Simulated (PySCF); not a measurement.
# B²⁺: ionisation energy

B²⁺ [He] 2s1 (2S) → B³⁺ 1s2 (1S), as a difference of total energies. Calculation: PySCF 2.14, in aug-cc-pCVTZ-DK with one added diffuse shell each of s, p, d, f type (8s7p5d3f, 75 functions); the spin-free X2C one-electron Hamiltonian (Gaussian nucleus). Correlated levels: valence and next inner shell: nothing frozen. The calculations carry no spin-orbit coupling.

```
                                method  ionisation energy (eV)
                                   UHF                  37.827
                                   PBE                  38.293
                                  PBE0                  38.234
                                r2SCAN                  37.864
                                M06-2X                  38.206
                             BHandHLYP                  38.364
                                revPBE                  38.305
    MP2 (valence and next inner shell)                  37.902
SCS-MP2 (valence and next inner shell)                  37.893
```

Estimate what LDA gives.

37.905 eV, closest to MP2 (valence and next inner shell) among the rows shown.

Estimate what BP86 gives.

38.102 eV, closest to M06-2X among the rows shown.

Errors of the correlated levels include the incompleteness of this basis.

For comparison: 37.931 eV (measured; NIST Atomic Spectra Database, ionization energies).
